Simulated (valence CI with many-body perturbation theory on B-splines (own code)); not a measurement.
Energy levels of Eu LVII

Computed by valence CI with perturbative core correlation (CI+MBPT): five valence electrons over a frozen Dirac-Fock core [He], radial functions for each j: 11 s, 11 p, 10 d, 8 f, 5 g, 2 h, with the one-electron correlation potential Σ1 (screened to all orders), the two-electron term Σ2, the three-electron term Σ3, Breit, model QED; selected single and double excitations, second order for the rest, scaled by the run's own slope (own B-spline code, finite nucleus).

No measured spectrum was set against this ion. As an estimate, large intervals hold to a few tenths of a per cent, small ones and those within an open d or f shell to about a per cent. Among the levels kept, up to 7300 cm⁻¹ of a level comes from second order outside the variational space, and about a tenth of that is noise between levels of different J, which matters for small intervals.

Levels 1 to 45 of 200, with energies above the lowest level, (2s^2 2p1/2^2 2p3/2) J=3/2. "Leading %" is the weight of the configuration and term that name the level; weights of strongly mixed levels are sums over their largest components and can fall short. In the jj column 3d3/2^4 stands for four electrons in 3d with j = 3/2.

| No. | Configuration | Term | J | E (× 10³ cm⁻¹) | Leading % | Leading jj | Second component |
| --- | --- | --- | --- | --- | --- | --- | --- |
| 1 | 2s2.2p3 | 2P° | 3/2 | 0.00 | 48 | 2s^2 2p1/2^2 2p3/2 (100 %) | 27 % 2s2.2p3 2D° |
| 2 | 2s2.2p3 | 4S° | 3/2 | 5303.3 | 55 | 2s^2 2p1/2 2p3/2^2 (100 %) | 45 % 2s2.2p3 2D° |
| 3 | 2s2.2p3 | 2D° | 5/2 | 5480.8 | 100 | 2s^2 2p1/2 2p3/2^2 (100 %) |  |
| 4 | 2s2.2p3 | 2P° | 1/2 | 5804.7 | 100 | 2s^2 2p1/2 2p3/2^2 (100 %) |  |
| 5 | 2s.2p4 | 4P | 5/2 | 7491.5 | 72 | 2s 2p1/2^2 2p3/2^2 (100 %) | 28 % 2s.2p4 2D |
| 6 | 2s.2p4 | 2S | 1/2 | 8177.2 | 63 | 2s 2p1/2^2 2p3/2^2 (99 %) | 28 % 2s.2p4 4P |
| 7 | 2s.2p4 | 2P | 3/2 | 8189.0 | 49 | 2s 2p1/2^2 2p3/2^2 (99 %) | 36 % 2s.2p4 2D |
| 8 | 2s2.2p3 | 2P° | 3/2 | 11120 | 52 | 2s^2 2p3/2^3 (99 %) | 28 % 2s2.2p3 2D° |
| 9 | 2s.2p4 | 4P | 3/2 | 12979 | 83 | 2s 2p1/2 2p3/2^3 (100 %) | 12 % 2s.2p4 2D |
| 10 | 2s.2p4 | 2D | 5/2 | 13279 | 72 | 2s 2p1/2 2p3/2^3 (100 %) | 28 % 2s.2p4 4P |
| 11 | 2s.2p4 | 2P | 1/2 | 13671 | 63 | 2s 2p1/2 2p3/2^3 (99 %) | 36 % 2s.2p4 4P |
| 12 | 2s.2p4 | 2D | 3/2 | 13751 | 53 | 2s 2p1/2 2p3/2^3 (100 %) | 46 % 2s.2p4 2P |
| 13 | 2p5 | 2P° | 3/2 | 16167 | 99 | 2p1/2^2 2p3/2^3 (99 %) |  |
| 14 | 2s.2p4 | 4P | 1/2 | 19111 | 36 | 2s 2p3/2^4 (99 %) | 36 % 2s.2p4 2S |
| 15 | 2p5 | 2P° | 1/2 | 21672 | 100 | 2p1/2 2p3/2^4 (100 %) |  |
| 16 | 2s2.2p2.3s | 4P | 1/2 | 51052 | 47 | 2s^2 2p1/2^2 3s (100 %) | 31 % 2s2.2p2.3s 2S |
| 17 | 2s2.2p2.3p | 2P° | 1/2 | 51715 | 45 | 2s^2 2p1/2^2 3p1/2 (100 %) | 39 % 2s2.2p2.3p 4D° |
| 18 | 2s2.2p2.3p | 2P° | 3/2 | 53397 | 34 | 2s^2 2p1/2^2 3p3/2 (100 %) | 21 % 2s2.2p2.3p 4D° |
| 19 | 2s2.2p2.3d | 2D | 3/2 | 54008 | 42 | 2s^2 2p1/2^2 3d3/2 (100 %) | 33 % 2s2.2p2.3d 4F |
| 20 | 2s2.2p2.3d | 2D | 5/2 | 54519 | 35 | 2s^2 2p1/2^2 3d5/2 (100 %) | 19 % 2s2.2p2.3d 4D |
| 21 | 2s2.2p2.3s | 4P | 3/2 | 56434 | 88 | 2s^2 2p1/2 2p3/2 3s (100 %) | 10 % 2s2.2p2.3s 2P |
| 22 | 2s2.2p2.3s | 2P | 1/2 | 56503 | 67 | 2s^2 2p1/2 2p3/2 3s (100 %) | 33 % 2s2.2p2.3s 4P |
| 23 | 2s2.2p2.3s | 2D | 5/2 | 56584 | 64 | 2s^2 2p1/2 2p3/2 3s (100 %) | 36 % 2s2.2p2.3s 4P |
| 24 | 2s2.2p2.3s | 2D | 3/2 | 56628 | 63 | 2s^2 2p1/2 2p3/2 3s (100 %) | 35 % 2s2.2p2.3s 2P |
| 25 | 2s2.2p2.3p | 4P° | 1/2 | 57091 | 48 | 2s^2 2p1/2 2p3/2 3p1/2 (100 %) | 28 % 2s2.2p2.3p 4D° |
| 26 | 2s2.2p2.3p | 4D° | 3/2 | 57139 | 56 | 2s^2 2p1/2 2p3/2 3p1/2 (100 %) | 22 % 2s2.2p2.3p 2D° |
| 27 | 2s2.2p2.3p | 2F° | 5/2 | 57244 | 48 | 2s^2 2p1/2 2p3/2 3p1/2 (100 %) | 31 % 2s2.2p2.3p 2D° |
| 28 | 2s2.2p2.3p | 2P° | 3/2 | 57498 | 42 | 2s^2 2p1/2 2p3/2 3p1/2 (99 %) | 26 % 2s2.2p2.3p 2D° |
| 29 | 2s.2p3.3s | 4P° | 5/2 | 58306 | 43 | 2s 2p1/2^2 2p3/2 3s (90 %) | 26 % 2s.2p3.3s 6S° |
| 30 | 2s.2p3.3s | 2P° | 3/2 | 58509 | 31 | 2s 2p1/2^2 2p3/2 3s (92 %) | 25 % 2s.2p3.3s 4S° |
| 31 | 2s2.2p2.3p | 2P° | 1/2 | 58710 | 33 | 2s^2 2p1/2 2p3/2 3p3/2 (89 %) | 29 % 2s2.2p2.3p 4P° |
| 32 | 2s2.2p2.3p | 4D° | 5/2 | 58745 | 50 | 2s^2 2p1/2 2p3/2 3p3/2 (92 %) | 29 % 2s2.2p2.3p 4P° |
| 33 | 2s2.2p2.3p | 2D° | 3/2 | 58786 | 53 | 2s^2 2p1/2 2p3/2 3p3/2 (99 %) | 22 % 2s2.2p2.3p 4P° |
| 34 | 2s2.2p2.3p | 2F° | 7/2 | 58844 | 64 | 2s^2 2p1/2 2p3/2 3p3/2 (100 %) | 36 % 2s2.2p2.3p 4D° |
| 35 | 2s2.2p2.3p | 4S° | 3/2 | 58915 | 20 | 2s^2 2p1/2 2p3/2 3p3/2 (60 %) | 13 % 2s2.2p2.3p 2P° |
| 36 | 2s.2p3.3s | 4D° | 1/2 | 58969 | 24 | 2s 2p1/2^2 2p3/2 3s (69 %) | 20 % 2s.2p3.3s 2P° |
| 37 | 2s2.2p2.3p | 2D° | 5/2 | 59035 | 63 | 2s^2 2p1/2 2p3/2 3p3/2 (98 %) | 17 % 2s2.2p2.3p 2F° |
| 38 | 2s.2p3.3p | 4P | 3/2 | 59060 | 29 | 2s 2p1/2^2 2p3/2 3p1/2 (98 %) | 23 % 2s.2p3.3p 6P |
| 39 | 2s.2p3.3p | 2D | 5/2 | 59067 | 24 | 2s 2p1/2^2 2p3/2 3p1/2 (97 %) | 18 % 2s.2p3.3p 4D |
| 40 | 2s.2p3.3s | 2P° | 3/2 | 59105 | 19 | 2s 2p1/2^2 2p3/2 3s (66 %) | 13 % 2s.2p3.3s 4S° |
| 41 | 2s2.2p2.3p | 2P° | 1/2 | 59221 | 69 | 2s^2 2p1/2 2p3/2 3p3/2 (80 %) | 7 % 2s.2p3.3s 4D° |
| 42 | 2s2.2p2.3d | 4F | 3/2 | 59404 | 43 | 2s^2 2p1/2 2p3/2 3d3/2 (98 %) | 27 % 2s2.2p2.3d 2P |
| 43 | 2s2.2p2.3d | 4F | 5/2 | 59422 | 53 | 2s^2 2p1/2 2p3/2 3d3/2 (98 %) | 39 % 2s2.2p2.3d 2F |
| 44 | 2s2.2p2.3d | 4D | 1/2 | 59442 | 78 | 2s^2 2p1/2 2p3/2 3d3/2 (99 %) | 14 % 2s2.2p2.3d 2P |
| 45 | 2s2.2p2.3d | 2G | 7/2 | 59542 | 51 | 2s^2 2p1/2 2p3/2 3d3/2 (97 %) | 25 % 2s2.2p2.3d 2F |

The ionisation energy to 2s2.2p2 3P_0 of the next ion comes out as 11739 eV (NIST: 11739 ± 5 eV (theoretical)). All 200 levels together are meant to be complete up to 69648 × 10³ cm⁻¹.
